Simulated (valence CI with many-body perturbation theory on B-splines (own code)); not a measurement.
## E1 transitions of Os⁶⁹⁺

Method: configuration interaction combined with many-body perturbation theory (CI+MBPT): five valence electrons over a frozen Dirac-Fock core [He], a basis of 9 s, 9 p, 8 d, 6 f, 3 g, 1 h functions for each j, with the one-electron correlation potential Σ1, the two-electron term Σ2, the three-electron term Σ3, Breit, model QED; selected CI, second order for the rest (own B-spline code, finite nucleus).

The last digits are not significant, and no measured levels were compared; by estimate large intervals hold to a few tenths of a per cent, small ones and those within an open d or f shell to about a per cent. Among the levels kept, up to 1200 cm⁻¹ of a level comes from second order outside the variational space, and about a tenth of that is noise between levels of different J, which matters for small intervals.

Lines 201 to 250 of 262 in falling wavelength, among levels below 97107 × 10³ cm⁻¹, chosen from the strongest by gf and those to the six lowest levels. Wavelengths and rates use the calculated energies. Electric multipoles are in the length gauge, E1 and E2 with the static RPA response of the core. Weak lines are less certain than strong ones. Lines between different terms over intervals too small for the method are left out, as are lines whose strength nearly cancels. The highest levels of a list are the least certain.

Levels are named by their leading jj configuration (3d3/2^4 stands for four electrons in 3d with j = 3/2), which in mixed levels can hold well under half, so a name can repeat and another be missing. Letters in brackets count levels of one name in rising energy.

```csv
λ vac (Å),Upper,Lower,A (s⁻¹),log gf,Branch %
1.238,(2s^2 2p1/2 2p3/2 3d3/2) J=3/2 [b],(2s^2 2p1/2 2p3/2^2) J=5/2,2.33e+14,-0.67,11.1
1.236,(2s^2 2p1/2 2p3/2 3d3/2) J=5/2 [b],(2s^2 2p1/2 2p3/2^2) J=3/2,3.48e+13,-1.32,1.7
1.235,(2s^2 2p1/2 2p3/2 3d3/2) J=3/2 [b],(2s^2 2p1/2 2p3/2^2) J=3/2,6.88e+12,-2.20,0.3
1.234,(2s 2p1/2^2 2p3/2 3d3/2) J=3/2 [b],(2s 2p1/2^2 2p3/2^2) J=5/2,8.98e+13,-1.09,51.8
1.234,(2s^2 2p1/2 2p3/2 3d3/2) J=1/2 [b],(2s^2 2p1/2 2p3/2^2) J=3/2,1.56e+14,-1.15,7.0
1.233,(2s 2p1/2^2 2p3/2 3d3/2) J=5/2 [b],(2s 2p1/2^2 2p3/2^2) J=5/2,3.95e+13,-1.27,43.2
1.233,(2s^2 2p1/2 2p3/2 3d5/2) J=3/2 [a],(2s^2 2p1/2 2p3/2^2) J=1/2,8.78e+13,-1.10,6.9
1.229,(2s^2 2p1/2 2p3/2 3d5/2) J=3/2 [b],(2s^2 2p1/2 2p3/2^2) J=1/2,1.56e+15,0.15,88.3
1.229,(2s^2 2p1/2 2p3/2 3d5/2) J=7/2 [a],(2s^2 2p1/2 2p3/2^2) J=5/2,3.81e+13,-1.16,99.2
1.229,(2s^2 2p1/2 2p3/2 3d5/2) J=1/2,(2s^2 2p1/2 2p3/2^2) J=1/2,1.70e+15,-0.11,92.0
1.228,(2s 2p1/2^2 2p3/2 3d5/2) J=5/2,(2s 2p1/2^2 2p3/2^2) J=5/2,1.23e+15,0.22,86.6
1.228,(2s 2p1/2^2 2p3/2 3d5/2) J=7/2,(2s 2p1/2^2 2p3/2^2) J=5/2,2.24e+15,0.61,99.7
1.227,(2s^2 2p1/2 2p3/2 3d5/2) J=3/2 [a],(2s^2 2p1/2 2p3/2^2) J=5/2,7.44e+13,-1.17,5.9
1.226,(2s^2 2p1/2^2 3d5/2) J=5/2,(2s^2 2p1/2^2 2p3/2) J=3/2,1.62e+15,0.34,100.0
1.226,(2s^2 2p1/2 2p3/2 3d5/2) J=5/2 [a],(2s^2 2p1/2 2p3/2^2) J=5/2,4.67e+14,-0.20,28.7
1.224,(2s^2 2p1/2 2p3/2 3d5/2) J=5/2 [b],(2s^2 2p1/2 2p3/2^2) J=5/2,8.48e+14,0.06,36.1
1.224,(2s^2 2p1/2 2p3/2 3d5/2) J=3/2 [a],(2s^2 2p1/2 2p3/2^2) J=3/2,1.09e+15,-0.01,86.5
1.224,(2s^2 2p1/2 2p3/2 3d5/2) J=5/2 [a],(2s^2 2p1/2 2p3/2^2) J=3/2,1.15e+15,0.19,70.6
1.223,(2s^2 2p1/2 2p3/2 3d5/2) J=7/2 [b],(2s^2 2p1/2 2p3/2^2) J=5/2,2.63e+15,0.67,100.0
1.222,(2s^2 2p1/2 2p3/2 3d5/2) J=3/2 [b],(2s^2 2p1/2 2p3/2^2) J=5/2,1.91e+14,-0.77,10.8
1.222,(2s 2p1/2^2 2p3/2 3p3/2) J=3/2 [a],(2s^2 2p1/2 2p3/2^2) J=1/2,6.46e+12,-2.24,1.8
1.222,(2s^2 2p1/2 2p3/2 3d5/2) J=5/2 [b],(2s^2 2p1/2 2p3/2^2) J=3/2,1.49e+15,0.30,63.4
1.220,(2s^2 2p1/2 2p3/2 3d5/2) J=3/2 [b],(2s^2 2p1/2 2p3/2^2) J=3/2,1.33e+13,-1.93,0.8
1.219,(2s 2p1/2^2 2p3/2 3p3/2) J=1/2 [a],(2s^2 2p1/2 2p3/2^2) J=1/2,2.28e+11,-3.99,0.0
1.219,(2s^2 2p1/2 2p3/2 3d5/2) J=1/2,(2s^2 2p1/2 2p3/2^2) J=3/2,1.47e+14,-1.18,8.0
1.217,(2s 2p1/2^2 2p3/2 3p3/2) J=7/2,(2s^2 2p1/2 2p3/2^2) J=5/2,1.28e+13,-1.64,80.4
1.216,(2s 2p1/2^2 2p3/2 3p3/2) J=3/2 [a],(2s^2 2p1/2 2p3/2^2) J=5/2,2.18e+12,-2.71,0.6
1.213,(2s 2p1/2^2 2p3/2 3p3/2) J=5/2 [a],(2s^2 2p1/2 2p3/2^2) J=5/2,5.48e+12,-2.14,1.6
1.213,(2s 2p1/2^2 2p3/2 3p3/2) J=3/2 [a],(2s^2 2p1/2 2p3/2^2) J=3/2,8.49e+12,-2.13,2.4
1.211,(2s 2p1/2^2 2p3/2 3p3/2) J=5/2 [a],(2s^2 2p1/2 2p3/2^2) J=3/2,1.98e+13,-1.58,5.9
1.209,(2s 2p1/2^2 2p3/2 3p3/2) J=3/2 [b],(2s^2 2p1/2 2p3/2^2) J=1/2,1.72e+12,-2.82,0.7
1.209,(2s 2p1/2^2 2p3/2 3p3/2) J=1/2 [b],(2s^2 2p1/2 2p3/2^2) J=1/2,1.16e+13,-2.29,33.0
1.205,(2s 2p1/2^2 2p3/2 3p3/2) J=5/2 [b],(2s^2 2p1/2 2p3/2^2) J=5/2,1.54e+12,-2.70,0.6
1.203,(2s 2p1/2^2 2p3/2 3p3/2) J=3/2 [b],(2s^2 2p1/2 2p3/2^2) J=5/2,6.13e+11,-3.27,0.3
1.202,(2s 2p1/2^2 2p3/2 3p3/2) J=5/2 [b],(2s^2 2p1/2 2p3/2^2) J=3/2,8.55e+12,-1.95,3.1
1.200,(2s 2p1/2^2 2p3/2 3p3/2) J=3/2 [b],(2s^2 2p1/2 2p3/2^2) J=3/2,3.25e+12,-2.55,1.3
1.200,(2s 2p1/2^2 2p3/2 3p3/2) J=1/2 [b],(2s^2 2p1/2 2p3/2^2) J=3/2,1.76e+12,-3.12,5.0
1.139,(2s^2 2p1/2 2p3/2 3s) J=3/2 [a],(2s^2 2p1/2^2 2p3/2) J=3/2,3.04e+13,-1.63,18.4
1.138,(2s^2 2p1/2 2p3/2 3s) J=1/2,(2s^2 2p1/2^2 2p3/2) J=3/2,5.33e+13,-1.68,14.8
1.137,(2s^2 2p1/2 2p3/2 3s) J=5/2,(2s^2 2p1/2^2 2p3/2) J=3/2,5.24e+13,-1.22,28.4
1.136,(2s^2 2p1/2 2p3/2 3s) J=3/2 [b],(2s^2 2p1/2^2 2p3/2) J=3/2,3.17e+13,-1.61,9.3
1.095,(2s 2p1/2^2 2p3/2 3p1/2) J=3/2 [a],(2s^2 2p1/2^2 2p3/2) J=3/2,2.27e+14,-0.79,98.7
1.095,(2s 2p1/2^2 2p3/2 3p1/2) J=5/2,(2s^2 2p1/2^2 2p3/2) J=3/2,5.83e+14,-0.20,99.5
1.086,(2s 2p1/2^2 2p3/2 3p1/2) J=1/2,(2s^2 2p1/2^2 2p3/2) J=3/2,6.06e+14,-0.67,97.0
1.086,(2s 2p1/2^2 2p3/2 3p1/2) J=3/2 [b],(2s^2 2p1/2^2 2p3/2) J=3/2,4.01e+14,-0.55,95.2
1.072,(2s^2 2p1/2 2p3/2 3d3/2) J=3/2 [a],(2s^2 2p1/2^2 2p3/2) J=3/2,2.67e+14,-0.74,48.4
1.071,(2s^2 2p1/2 2p3/2 3d3/2) J=5/2 [a],(2s^2 2p1/2^2 2p3/2) J=3/2,7.48e+13,-1.11,36.1
1.071,(2s^2 2p1/2 2p3/2 3d3/2) J=1/2 [a],(2s^2 2p1/2^2 2p3/2) J=3/2,5.05e+13,-1.76,16.8
1.068,(2s^2 2p1/2 2p3/2 3d3/2) J=5/2 [b],(2s^2 2p1/2^2 2p3/2) J=3/2,1.98e+15,0.31,96.9
1.068,(2s^2 2p1/2 2p3/2 3d3/2) J=3/2 [b],(2s^2 2p1/2^2 2p3/2) J=3/2,1.77e+15,0.08,84.1
```
